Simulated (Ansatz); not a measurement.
Relaxation of a periodic cell of 40 atoms, NaH12C6Cl (contents 2 NaCl + 6 C2H4, density as packed 0.70 g/cm³ with natural masses), to a largest force component of 0.3 eV/Å in at most 15 steps.

These are results of Ansatz 0.2.0, DFT PBE-D3(BJ), scalar-relativistic, plane waves, PAW, not measurements. Settings: cutoff 420 eV, k mesh 1x1x1, fermi-dirac smearing 0.05 eV, no spin polarisation.

```xyz
40
Lattice="8.7833 0.0000 0.0000 0.0000 8.7833 0.0000 0.0000 0.0000 8.7833" Properties=species:S:1:pos:R:3:forces:R:3
Na 6.089 1.727 5.713 0.42 0.04 -0.22
Cl 4.079 0.857 6.671 -0.01 -0.36 0.43
Na 7.595 7.686 0.995 -0.16 -0.02 -0.17
Cl 7.858 7.834 3.367 -0.02 0.27 0.30
C 2.568 4.818 7.686 0.25 -0.17 0.42
C 2.837 4.213 8.845 -0.15 0.25 -0.78
H 1.557 5.099 7.410 -0.03 0.11 -0.10
H 3.349 5.055 6.972 0.06 0.02 -0.11
H 2.056 3.976 9.560 -0.02 -0.02 -0.09
H 3.848 3.933 9.121 0.10 -0.14 0.02
C 6.400 2.565 2.140 0.04 0.03 -0.30
C 6.547 2.771 0.829 -0.18 -0.04 0.57
H 6.063 3.351 2.807 -0.06 0.28 0.05
H 6.613 1.602 2.593 0.09 -0.32 0.08
H 6.334 3.734 0.377 -0.05 0.15 -0.14
H 6.884 1.985 0.162 -0.04 -0.09 -0.12
C 2.865 2.680 4.095 -0.64 0.07 -0.18
C 1.877 3.150 3.331 0.41 0.02 0.12
H 3.903 2.931 3.904 0.21 0.08 -0.11
H 2.671 2.026 4.939 0.21 -0.10 0.08
H 2.071 3.804 2.487 -0.04 0.11 0.10
H 0.839 2.899 3.522 -0.21 -0.10 0.02
C 0.350 2.852 7.870 -0.21 -0.51 -0.43
C 0.766 2.223 6.768 -0.67 -0.11 0.21
H -0.031 3.867 7.837 -0.08 0.11 0.05
H 0.376 2.375 8.843 0.10 -0.01 0.16
H 0.741 2.700 5.795 0.06 0.14 -0.11
H 1.148 1.208 6.801 0.21 -0.13 -0.02
C 3.886 6.074 2.318 0.15 0.35 -0.17
C 3.916 6.745 1.164 0.29 0.06 0.44
H 3.464 6.507 3.219 -0.12 0.09 0.13
H 4.284 5.068 2.403 0.07 -0.19 0.00
H 3.519 7.751 1.080 -0.07 0.20 -0.05
H 4.339 6.313 0.264 0.00 0.01 -0.11
C 6.704 5.205 5.683 -0.49 -0.03 0.13
C 5.464 5.696 5.642 0.35 -0.27 0.11
H 7.403 5.484 6.464 0.20 0.05 0.07
H 7.065 4.505 4.936 0.21 -0.05 -0.25
H 5.103 6.396 6.388 -0.08 0.25 0.05
H 4.765 5.417 4.860 -0.10 -0.01 -0.11
```

Problem. Where does it end, and by what steps?

Solution. The run converged. The threshold is loose, so the end isn't yet a minimum. The force dipped under the threshold on the way, but the program's further checks kept it going. Limits of this set-up: coarse k mesh. After 12 steps the energy has fallen by 2.414 eV; Cl2 moved furthest, 1.94 Å. Joined: Na1–Cl4, Cl2–Na3, Na3–C30.

```
step  energy less start (eV)  largest force component (eV/Å)  accepted
   0                  0.0000                           0.775       yes
   1                 -0.2999                           0.795       yes
   2                 -0.6702                           0.315       yes
   3                 -0.9730                           0.345       yes
   4                 -1.2499                           0.402       yes
   5                 -1.4683                           0.346       yes
   6                 -1.6666                           0.298       yes
   7                 -1.8416                           0.312       yes
   8                 -2.0101                           0.314       yes
   9                 -2.1576                           0.247       yes
  10                 -2.1576                           0.247       yes
  11                 -2.2829                           0.119       yes
  12                 -2.4139                           0.104       yes
```

```xyz
40
Lattice="8.7833 0.0000 0.0000 0.0000 8.7833 0.0000 0.0000 0.0000 8.7833" Properties=species:S:1:pos:R:3
Na 6.920 0.598 5.636
Cl 5.521 0.035 7.668
Na 6.365 8.197 1.264
Cl 7.762 8.501 3.391
C 2.613 4.817 7.433
C 2.839 4.112 8.538
H 1.636 5.252 7.218
H 3.393 4.981 6.691
H 2.059 3.948 9.280
H 3.810 3.668 8.758
C 6.347 2.917 2.266
C 6.265 3.047 0.942
H 6.201 3.769 2.932
H 6.586 1.956 2.730
H 6.050 4.005 0.466
H 6.386 2.203 0.258
C 2.909 2.684 4.066
C 1.868 3.146 3.376
H 3.903 3.122 3.953
H 2.818 1.853 4.769
H 1.970 3.991 2.693
H 0.873 2.703 3.459
C 0.058 2.447 7.741
C 0.488 1.891 6.609
H -0.386 3.444 7.753
H 0.198 1.973 8.713
H 0.435 2.428 5.660
H 1.010 0.932 6.603
C 4.028 6.311 2.409
C 3.909 6.984 1.262
H 3.751 6.751 3.368
H 4.385 5.279 2.425
H 3.529 8.007 1.223
H 4.159 6.536 0.300
C 6.862 5.173 5.693
C 5.628 5.674 5.662
H 7.622 5.569 6.369
H 7.182 4.381 5.014
H 5.327 6.502 6.309
H 4.881 5.297 4.962
```

Whether the end is a true minimum wasn't checked by a vibrational analysis.

Time of the run: 60 s on 1 thread of Arm Neoverse V1, on a shared host, peak memory 0.56 GiB.
